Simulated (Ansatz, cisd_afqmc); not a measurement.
Species: CF, charge 1, singlet. CF+ (parent SMILES [C]F, singlet).
B3LYP-D3(BJ)/def2-TZVP minimum from Ansatz (an electronic-structure program):
```
C
F 1 1.1559
```
Charge +1, spin multiplicity 1.

Total energies in cc-pVQZ, 10 correlated electrons, 2 frozen orbitals. UHF or UKS for unpaired electrons; spin-orbit terms are left out. Correlated methods leave the cores frozen. No relativity. AFQMC/CISD: phaseless, guided by CISD from CCSD amplitudes; bars are statistical, one sigma. Outlying blocks are dropped, and bars are widened where a walk drifts. Over all cases where full CI ran beside it in this data, AFQMC minus full CI had a median of +0.1 mEh and passed +0.4 mEh in a tenth of the cases.

```tsv
method	program	energy (Eh)	minus CCSDT(Q) (mEh)
HF	Ansatz	-136.91095	403.10
MP2	Ansatz	-137.28867	25.38
CCSD	Ansatz	-137.29722	16.84
CCSD(T)	Ansatz	-137.31304	1.01
CCSDT(Q)	Ansatz	-137.31405	0.00
AFQMC/CISD	cisd_afqmc	-137.3136 ± 0.0004	0.5 ± 0.4
```

Rough core times of Ansatz's runs on a shared machine: CCSD(T) under 20 s, CCSDT(Q) 5 min.
